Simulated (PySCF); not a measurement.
Species: C6H13FO.
Z-matrix (Å and degrees, GFN2-xTB geometry), rows numbered from 1:
```
C 
C   1  1.5198
F   2  1.3994  1  107.84
O   2  1.3646  1  109.41  3   119.75
C   4  1.4436  2  119.79  1   160.28
C   5  1.5328  4  110.21  2   -71.62
C   5  1.5289  4  112.03  2    52.13
C   5  1.5298  4  103.75  2   170.82
H   1  1.0862  2  108.86  3   -67.23
H   1  1.0861  2  109.72  3    52.71
H   1  1.0853  2  109.37  3   173.35
H   2  1.1030  1  111.43  3  -113.69
H   6  1.0877  5  111.54  4    67.24
H   6  1.0861  5  109.61  4  -172.97
H   6  1.0874  5  109.89  4   -53.30
H   7  1.0869  5  109.58  4   172.78
H   7  1.0875  5  111.41  4   -67.18
H   7  1.0872  5  110.04  4    52.97
H   8  1.0862  5  109.78  4    58.92
H   8  1.0861  5  109.72  4   -60.12
H   8  1.0858  5  110.39  4   179.42
```

Level of theory: PBE0/pcSseg-1 in PySCF (dipole) on a GFN2-xTB geometry, gas phase.

Take the most abundant isotopes and a rigid rotor. The values belong to one conformer with, in the numbering `[CH3:1][C@@H:2]([F:3])[O:4][C:5]([CH3:6])([CH3:7])[CH3:8]`, C1–C2–O4–C5 160°.

Question: Give the principal moments of inertia and the rotational constants in GHz.

Answer: Ia = 162.47, Ib = 371.95, Ic = 413.69 u·Å²; 505379 MHz·u·Å²/I gives 3111, 1359 and 1222 MHz, that is A = 3.1106, B = 1.3587, C = 1.2216 GHz.

Question: What kind of rotor is it?

Answer: An asymmetric top. Ray's parameter κ = (2B − A − C)/(A − C) = -0.855; −1 is the prolate and +1 the oblate limit.

Question: What does the inertial defect say?

Answer: Not planar: Δ = Ic − Ia − Ib = -120.74 u·Å². For a rigid frame Δ = −2 Σ m c², so Σ m c² = 60.37 u·Å² lies off the ab plane: 20.20 from hydrogen and 40.17 from heavier atoms. The atom farthest from that plane is 2.12 Å away.

Question: Give the other two planar moments, Paa and Pbb, and the rms extents of the mass along the axes.

Answer: Paa = Σ m a² = (Ib + Ic − Ia)/2 = 311.59 and Pbb = Σ m b² = (Ia + Ic − Ib)/2 = 102.10 u·Å². With the mass M = 120.10 u, the rms extents √(P/M) along a, b and c are 1.61, 0.92, 0.71 Å.

Question: Give the coordinates in the principal-axis frame, origin at the centre of mass.

Answer: The sense of each axis is arbitrary; atoms in the order of the calculation.
```json
{"atom": "C1", "mass (u)": "12.000", "a (Å)": "2.409", "b (Å)": "1.061", "c (Å)": "0.096"}
{"atom": "C2", "mass (u)": "12.000", "a (Å)": "1.267", "b (Å)": "0.123", "c (Å)": "-0.261"}
{"atom": "F3", "mass (u)": "18.998", "a (Å)": "1.660", "b (Å)": "-1.177", "c (Å)": "0.076"}
{"atom": "O4", "mass (u)": "15.995", "a (Å)": "0.154", "b (Å)": "0.475", "c (Å)": "0.445"}
{"atom": "C5", "mass (u)": "12.000", "a (Å)": "-1.148", "b (Å)": "0.041", "c (Å)": "-0.005"}
{"atom": "C6", "mass (u)": "12.000", "a (Å)": "-1.551", "b (Å)": "0.803", "c (Å)": "-1.272"}
{"atom": "C7", "mass (u)": "12.000", "a (Å)": "-1.199", "b (Å)": "-1.468", "c (Å)": "-0.241"}
{"atom": "C8", "mass (u)": "12.000", "a (Å)": "-2.077", "b (Å)": "0.423", "c (Å)": "1.149"}
{"atom": "H9", "mass (u)": "1.008", "a (Å)": "2.521", "b (Å)": "1.083", "c (Å)": "1.176"}
{"atom": "H10", "mass (u)": "1.008", "a (Å)": "3.329", "b (Å)": "0.707", "c (Å)": "-0.359"}
{"atom": "H11", "mass (u)": "1.008", "a (Å)": "2.179", "b (Å)": "2.060", "c (Å)": "-0.262"}
{"atom": "H12", "mass (u)": "1.008", "a (Å)": "1.106", "b (Å)": "0.082", "c (Å)": "-1.351"}
{"atom": "H13", "mass (u)": "1.008", "a (Å)": "-0.917", "b (Å)": "0.539", "c (Å)": "-2.116"}
{"atom": "H14", "mass (u)": "1.008", "a (Å)": "-2.577", "b (Å)": "0.562", "c (Å)": "-1.531"}
{"atom": "H15", "mass (u)": "1.008", "a (Å)": "-1.472", "b (Å)": "1.874", "c (Å)": "-1.101"}
{"atom": "H16", "mass (u)": "1.008", "a (Å)": "-2.221", "b (Å)": "-1.769", "c (Å)": "-0.453"}
{"atom": "H17", "mass (u)": "1.008", "a (Å)": "-0.572", "b (Å)": "-1.760", "c (Å)": "-1.081"}
{"atom": "H18", "mass (u)": "1.008", "a (Å)": "-0.851", "b (Å)": "-1.996", "c (Å)": "0.643"}
{"atom": "H19", "mass (u)": "1.008", "a (Å)": "-2.023", "b (Å)": "1.494", "c (Å)": "1.325"}
{"atom": "H20", "mass (u)": "1.008", "a (Å)": "-1.767", "b (Å)": "-0.089", "c (Å)": "2.055"}
{"atom": "H21", "mass (u)": "1.008", "a (Å)": "-3.102", "b (Å)": "0.150", "c (Å)": "0.916"}
```

Question: Which lines would a microwave search look for?

Answer: The dipole components are |μa| = 1.10 D, |μb| = 1.01 D, |μc| = 1.27 D. The squared components, which scale the intensities, stand as 0.74 : 0.63 : 1.00 (a : b : c). Some lines, for components of 0.1 D or more:

```csv
type,branch,"J(Ka,Kc)",MHz,lower level (cm⁻¹)
c,Q,"2(1,2) ← 2(0,2)",1623,0.258
c,Q,"1(1,1) ← 1(0,1)",1752,0.086
b,Q,"2(1,1) ← 2(0,2)",2034,0.258
b,R,"1(1,1) ← 0(0,0)",4332,0.000
a,R,"2(0,2) ← 1(0,1)",5153,0.086
c,Q,"2(2,1) ← 2(1,1)",5256,0.326
b,R,"2(1,2) ← 1(0,1)",6776,0.086
c,R,"2(2,0) ← 1(1,0)",10561,0.149
c,R,"2(2,1) ← 1(1,1)",10691,0.145
b,R,"2(2,0) ← 1(1,1)",10698,0.145
```

Question: Estimate the classical rotational partition function at 25 K, 50 K and 100 K.

Answer: Point group C1, symmetry number σ = 1; q = (√π/σ)·√((kT/h)³/(ABC)), k/h = 20836.6 MHz/K: 9270 at 25 K, 26200 at 50 K, 74200 at 100 K.

GFN2-xTB frequencies: not computed here. Zero-point vibration and centrifugal distortion are left out. A rigid rotor knows nothing of internal rotation, which can split or shift real lines.
